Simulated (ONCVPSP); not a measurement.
## What the settings do to the ONCV potential of Ni

Base potential:

ONCVPSP 4.0.1 input, shortened (lines: element, Z, core and valence counts, functional; n l f; lmax; l rc ep ncon nbas qcut; lloc lpopt rc5 dvloc0; l nproj debl; icmod fcfact rcfact), PBE, scalar-relativistic:

```
  Ni 28.00    3    5        4      upf
    1    0    2.00
    2    0    2.00
    2    1    6.00
    3    0    2.00
    3    1    6.00
    3    2    8.00
    4    0    1.00
    4    1    1.00
    3
    0    1.30    0.00    4    9    9.00
    1    1.15    0.00    5    8   13.00
    2    1.50    0.00    3    7    9.40
    3    1.55    0.08    3    8    6.80
    4    5    0.95    6.00
    0    2    2.90
    1    2    0.40
    2    3    1.00
    3    2    2.20
    0    0.00    0.00
```

Cutoffs, loose and tight: the cutoffs (Ha) at which the residual kinetic energy of the hardest occupied pseudo-wave falls to 1 and 0.1 mHa per electron. They do not see the model core or the augmentation charge, which bear on the density cutoff. Test errors are all-electron minus pseudo excitation energies from the reference, over the configurations 3s2 3p6 3d8 4s2 4p0; 3s2 3p6 3d8 4s1 4p0; 3s2 3p6 3d8 4s0 4p0; 3s2 3p6 3d8 4s0 4p2. A dash means not determined; rows that change the core or the reference have their own tests.

| change | outcome | cutoff, loose | cutoff, tight | bound ghosts | GHOST(+) flags above zero | largest test error (meV) |
| --- | --- | --- | --- | --- | --- | --- |
| base | generated | 40 Ha | 47 Ha | none | none | +3.8 |
| f: ncon 4, nbas 9 | generated | 40 Ha | 47 Ha | none | none | +3.8 |
| all radii scaled by about 0.95 (s 1.24, p 1.10, d 1.42, f 1.46 bohr); local potential polynomial inside 0.90 bohr (lpopt 5, dvloc0 6 Ha) | generated | 39 Ha | 61 Ha | none | s | +4.0 |

(1) What comes out with this change to the base: reference 3s2 3p6 3d8 4s1.75; waves 3p: rc 1.15 bohr, ncon 5, nbas 8, qcut 13 1/bohr, 2 projectors, debl 0.4 Ha; f scattering state at 0.08 Ha: rc 1.15 bohr, ncon 3, nbas 8, qcut 9.2 1/bohr, 2 projectors, debl 2.2 Ha?

Results:

(1) outcome: generated, projector energies reset by the program; cutoff, loose: 40 Ha; cutoff, tight: 47 Ha; bound ghosts: none; GHOST(+) flags above zero: none; largest test error (meV): -260.
